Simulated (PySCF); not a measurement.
**Question.** What does the PBE0-D3(BJ)/def2-SVP structure of InChI=1S/C7H14/c1-5-7(4)6(2)3/h5H2,1-4H3 look like in three dimensions?

**Answer.** 
```
atom  x, y, z in Å
C1    -1.8305   -1.1056   -1.1528
C2    -0.7228   -0.0643   -1.2944
C3    -0.2242    0.4517    0.0313
C4    -1.1051    1.4852    0.6857
C5     0.9129    0.0366    0.6267
C6     1.3442    0.6125    1.9522
C7     1.8273   -1.0155    0.0713
H8    -2.6800   -0.7149   -0.5702
H9    -2.2175   -1.4197   -2.1348
H10   -1.4596   -2.0008   -0.6298
H11   -1.1043    0.7916   -1.8796
H12    0.1009   -0.4860   -1.8885
H13   -2.1092    1.4981    0.2360
H14   -0.6893    2.5021    0.5679
H15   -1.2293    1.3149    1.7660
H16    2.3766    0.3228    2.1973
H17    1.2968    1.7128    1.9642
H18    0.7042    0.2573    2.7792
H19    1.9506   -1.8371    0.7983
H20    1.4728   -1.4573   -0.8681
H21    2.8378   -0.6068   -0.1041
```

Orientation and origin are arbitrary. Atoms count from 1 in this order. Of the pairs four or more bonds apart, H12···H20 is among the closest relative to their van der Waals radii: 1.97 Å, 82 % of the sum of Bondi's values. The C–C distances run from 1.349 Å (C3=C5, drawn double) to 1.527 Å (C1–C2, drawn single), a spread of 0.178 Å.

Bonds between heavy atoms (Å): C1–C2 1.527, C2–C3 1.507, C3–C4 1.507, C3=C5 1.349, C5–C6 1.508, C5–C7 1.500.

Method used: PBE0-D3(BJ)/def2-SVP geometry optimisation, gas phase in PySCF 2.14.0.

Point group: C1 (no symmetry element, even within 0.4 Å). Not checked by PBE0-D3(BJ)/def2-SVP frequencies. The numbers are those of one conformer (C1–C2–C3–C4 -79°).

Hardware: one thread, Intel Xeon Platinum 8488C (x86_64), shared host. Cost: 2.7 min of wall time, 0.87 GiB resident at most. These figures are those of the optimisation.
